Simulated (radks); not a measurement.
Values are calculated unless marked as measured or tabulated.
Task: Ionisation of O, [He] 2s2 2p4, to O+, [He] 2s2 2p3, under several functionals. Scalar-relativistic Kohn-Sham, spin-polarised, spherical densities, finite nucleus; open shells are filled with parallel spins first; a radial shooting solver on a logarithmic mesh with Libxc functionals. Known Delta-SCF values: BP86 13.807 eV; exchange-only B88 12.275 eV. What does exchange-only LDA give, and what is its highest occupied eigenvalue?

Result: 11.859 eV by Delta-SCF; the 2p eigenvalue is -5.699 eV. NIST: 13.618 eV (measured).
